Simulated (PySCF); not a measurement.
Gas-phase reaction: 2 WO2(OH)2 → 2 WO3 + 2 OH + H2

Method: PySCF energies plus ideal-gas RRHO corrections (1 bar). † marks an energy on the PBE0/def2-TZVP geometry and frequencies; other levels use their own. MP2 and CCSD(T) freeze the core. Open shells (unrestricted): OH (multiplicity 2, electronic degeneracy 4); the rest are closed-shell singlets. Spin-orbit splitting is ignored; it lowers the true energy and changes the entropy of OH. W: scalar-relativistic def2 core potential, no spin-orbit coupling. No R ln 2 is added for the mirror-image form of WO2(OH)2. MP2 isn't extrapolated to the basis-set limit; its ΔH°(298 K) is 1162.1 kJ in def2-SVP and 1216.5 kJ in def2-TZVPP. CCSD(T) isn't extrapolated to the basis-set limit; its ΔH°(298 K) is 1172.0 kJ in def2-SVP and 1223.8 kJ in def2-TZVPP. The harmonic model lacks anharmonicity and excited electronic states, which grow with temperature; levels with a mode under 35 cm⁻¹ are left out. Warning, large T1 diagnostic: WO2(OH)2, WO3 (CCSD(T)/def2-SVP†).

```
level               ΔE electronic, kJ  ΔH°(298 K), kJ  ΔS°(298 K), J/K  ΔG°(600 K), kJ
------------------  -----------------  --------------  ---------------  --------------
CCSD(T)/def2-SVP†                1213            1172              400             933
HF/def2-TZVP†                    1175            1133              400             894
M06-2X/def2-TZVP†                1326            1285              400            1045
MP2/def2-TZVPP†                  1258            1216              400             977
PBE/def2-SVP                     1256            1217              386             986
PBE/def2-TZVP†                   1240            1198              400             959
PBE0/def2-TZVP                   1272            1230              400             991
LDA/def2-TZVP†                   1450            1408              400            1169
ωB97M-V/def2-TZVP†               1314            1273              400            1033
```
ΔH° is lowest at HF/def2-TZVP† and highest at LDA/def2-TZVP†. No reference value is set beside these.
